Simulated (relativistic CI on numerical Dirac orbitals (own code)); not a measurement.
**Co²⁺: 3d valence photoemission**

Computed with this model: Dirac-Coulomb-Breit CI, KLI orbitals optimised for each configuration, model QED, valence Slater integrals scaled by 0.7, multiplet model of photoemission in the sudden approximation; configurations [Ar] 3d7 → [Ar] 3d6; 80 K; Lorentzian 0.3 eV and Gaussian 0.5 eV FWHM. Energies are those of the free ion, without screening or charge transfer. The energies are binding energies and can lie tens of eV above those of solids. S is read from ⟨S²⟩ = S(S + 1).

Field parameters in Wybourne normalisation: D4h B²₀ = −7Ds, B⁴₀ = 21(Dq − Dt), B⁴₄ = 21√(5/14) Dq. The field is a parameter set, without covalency.

Computed curve for free ion, scaled to 100 at the maximum (points under 2 are left out and the grid is thinned):

Energy (eV), Intensity and a bar:
```
     30.3        2.1 
     30.5        2.7 
     30.7        3.8 #
     30.9        5.8 #
     31.1       10.6 ###
     31.3       23.2 #######
     31.5       50.9 ###############
     31.6       68.3 #####################
     31.8       88.4 ###########################
     32.0       70.5 ######################
     32.2       37.5 ###########
     32.4       17.3 #####
     32.6        9.7 ##
     32.8        7.3 ##
     33.0        7.2 ##
     33.2        8.8 ##
     33.4       14.1 ####
     33.6       28.5 ########
     33.8       57.2 #################
     34.0       88.5 ###########################
     34.1       97.4 ##############################
     34.3       97.4 ##############################
     34.5       82.8 #########################
     34.7       60.4 ##################
     34.9       35.7 ###########
     35.1       19.6 ######
     35.3       13.9 ####
     35.5       11.9 ###
     35.7        8.8 ##
     35.9        5.4 #
     36.1        3.3 
     36.3        2.4 
     37.2        2.2 
     37.3        2.8 
     37.5        5.3 #
     37.7        9.5 ##
     37.9       11.7 ###
     38.1        9.0 ##
     38.3        4.8 #
     38.5        2.3
```

The ground state has S = 1.50, and the centroid lies at 33.58 eV.
